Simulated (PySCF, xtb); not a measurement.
Te(Br)(SMe) (CH₃BrSTe), SMILES CS[Te]Br. The values are those of a single conformer.

Harmonic wavenumbers (cm⁻¹) from GFN2-xTB run with xtb at its own minimum, in rising order: 52, 104, 141, 182, 247, 369, 708, 945, 947, 1322, 1441, 1452, 3028, 3037, 3056.

Problem. What does B3LYP-D3(BJ)/def2-SVP (PySCF 2.14.0) give at its own minimum? (An estimate is asked for; the answer gives what the named calculation found.)

Solution. 58, 112, 155, 198, 231, 357, 685, 959, 961, 1324, 1436, 1451, 3043, 3149, 3167. Paired by order, the mean absolute difference is 24 cm⁻¹ and the zero-point energies are 24.3 and 24.7 kcal/mol.
